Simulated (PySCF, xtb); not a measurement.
Ga(F)2(OAc) (C₂H₃F₂GaO₂), SMILES CC(=O)[O][Ga]([F])[F]. Other conformers were not sampled.

Harmonic wavenumbers (cm⁻¹) from GFN2-xTB in xtb at its own minimum, in rising order: 9, 45, 109, 111, 132, 197, 206, 260, 436, 454, 500, 593, 695, 981, 1010, 1012, 1352, 1379, 1412, 1431, 1511, 3011, 3038, 3063.

**Question.** What does B3LYP-D3(BJ)/def2-SVP (PySCF) give at its own minimum? (An estimate is asked for; the answer gives what the named calculation found.)

**Answer.** 9, 81, 135, 172, 179, 223, 261, 377, 486, 625, 694, 748, 754, 1002, 1020, 1060, 1368, 1421, 1444, 1538, 1579, 3056, 3144, 3188. Paired by order, the mean absolute difference is 67 cm⁻¹ and the zero-point energies are 32.8 and 35.1 kcal/mol.
